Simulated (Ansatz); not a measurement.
A nudged elastic band was laid between two geometries of F3GeH + H2O (8 atoms, charge 0, multiplicity 1).

Computed with RKS PBE0-D4/def2-SVP in Ansatz 0.2.0.

| Quantity | Value |
| --- | --- |
| movable images | 7 |
| climbing image | yes |
| spring | 5.0 eV/Å² |
| optimiser | quadratic models (default) |
| start path | through a guess of the saddle point |
| force threshold | 0.03 eV/Å |
| iteration limit | 60 |
| end points | relaxed |

First end point:

```xyz
8
Properties=species:S:1:pos:R:3
Ge -0.867 0.140 -0.013
H -1.166 -0.938 1.007
F -0.305 -0.337 -1.580
F -2.390 0.835 -0.439
F -0.025 1.562 0.509
H 1.628 -0.822 -0.507
O 1.353 -0.641 0.402
H 1.773 0.202 0.622
```

Last end point:

```xyz
8
Properties=species:S:1:pos:R:3
Ge -0.221 0.790 -0.183
H -0.698 -2.414 0.015
F -0.269 0.204 -1.786
F -1.702 0.378 0.548
F -0.107 2.494 -0.287
H 0.006 -2.304 0.281
O 1.100 0.151 0.736
H 1.891 0.701 0.676
```

Problem. What changes between the two ends?

Solution. Bonds broken: Ge1–H2, H6–O7. Bonds formed: H2–H6. F3GeH + H2O becomes F3GeHO + H2.

Problem. What energy profile does the band end with?

Solution. The run converged. The highest image is number 5 of 0 to 8, 46.7 kcal/mol above the first end and 35.6 kcal/mol above the last; the last end lies 11.1 kcal/mol above the first. A vibrational analysis at the climbing image gives one clearly imaginary mode, 1408i cm⁻¹: a first-order saddle point. The orbitals stay closed-shell, which can raise the energy where a bond breaks towards radicals; this wasn't checked here.

```
image  path coordinate (Å)  energy (kcal/mol)  Ge1–H2 (Å)  H6–O7 (Å)  H2–H6 (Å)
    0                 0.00                0.0        1.51       0.97       3.18
    1                 0.78                1.8        1.51       0.96       3.06
    2                 1.56                5.7        1.51       0.96       2.81
    3                 2.34               11.1        1.52       0.96       2.42
    4                 3.12               19.8        1.55       0.97       1.83
    5                 3.90               46.7        1.78       1.21       1.05
    6                 4.57               22.2        2.18       1.74       0.78
    7                 5.23               12.2        2.68       2.23       0.76
    8                 5.90               11.1        3.25       2.73       0.76
```

Problem. What is the geometry of the highest image?

Solution. 
```xyz
8
Properties=species:S:1:pos:R:3
Ge -0.480 0.312 -0.238
H -0.449 -1.458 -0.033
F -0.505 0.086 -1.942
F -2.001 0.395 0.555
F -0.028 1.979 -0.198
H 0.490 -1.243 0.389
O 1.041 -0.228 0.744
H 1.932 0.158 0.724
```

Problem. What are the harmonic wavenumbers there?

Solution. 1408i, 82, 161, 255, 285, 310, 325, 496, 627, 720, 738, 779, 914, 1056, 1246, 1815, 1925, 3794 cm⁻¹.

The band took 23 iterations and about 11 core-minutes.

The run took 5.8 min on 2 threads of Arm Neoverse V2, with other jobs on the host, peak memory 0.24 GiB.
